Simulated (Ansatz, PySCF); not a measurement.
CH$_{6}$BeGeO, singlet, geometry from GFN2-xTB (such geometries of metal compounds can be far from the true shape). Base run: CASSCF(6,5)/STO-3G in PySCF.

The PySCF input:
```python
from pyscf import gto, scf, mcscf
import numpy

mol = gto.Mole()
mol.atom = '''
    Be   -0.378771   -0.167096   -0.588933
    O    -1.094792   -0.482973   -1.702243
    C    -1.818342   -0.802170   -2.827258
    H    -2.541862   -0.010561   -3.044700
    H    -1.147850   -0.914952   -3.684654
    H    -2.356968   -1.742007   -2.672356
    Ge    0.744716    0.328535    1.157925
    H     1.240826   -0.772257    2.053423
    H     2.039127    1.079370    1.014641
    H     0.119299    1.192482    2.217280
'''
mol.basis = 'sto-3g'
mol.charge = 0
mol.spin = 0
mol.verbose = 4
mol.build()

mf = scf.RHF(mol)
mf.kernel()
mc = mcscf.CASSCF(mf, 5, 6)
mc.fix_spin_(ss=0.0)
mc.kernel()
occ = numpy.linalg.eigvalsh(mc.fcisolver.make_rdm1(mc.ci, mc.ncas, mc.nelecas))[::-1]
ss = mc.fcisolver.spin_square(mc.ci, mc.ncas, mc.nelecas)[0]
print('natural occupations', occ.round(4), ' <S^2>', round(ss, 4))
```

Programs used: Ansatz (an electronic-structure program), PySCF; a row that names a program was run with it.

Variants of this job, named by their change:

```csv
change,ΔE vs base (mEh),natural occupations,<S^2> of the state
base,0.000,1.99 1.97 1.97 0.03 0.03,0.00
state_average = 2 states,4.417,-,-
"active space = 2 electrons, 3 orbitals",25.349,1.98 0.01 0.00,0.00
"code = ansatz; correction = SC-NEVPT2, all electrons",-138.1,-,-
fix_spin_ = off,0.000,1.99 1.97 1.97 0.03 0.03,0.00
orbitals = fixed (CASCI),28.862,2.00 2.00 1.99 0.00 0.00,0.00
orbitals = fixed (CASCI); correction = SC-NEVPT2,-132.2,2.00 2.00 1.99 0.00 0.00,0.00
correction = SC-NEVPT2,-138.0,1.99 1.97 1.97 0.03 0.03,0.00
solver = newton,0.000,1.99 1.97 1.97 0.03 0.03,0.00
"active space = 10 electrons, 9 orbitals",-38.953,1.99 1.99 1.98 1.97 1.97 0.04 0.04 0.02 0.02,0.00
"active space = 6 electrons, 7 orbitals",-13.460,1.98 1.97 1.97 0.03 0.03 0.02 0.00,0.00
```

Active orbitals are taken around the Fermi level unless the row says otherwise; CASSCF can end in different local minima, and two programs can end on different orbitals. State-averaged rows give the lowest state.
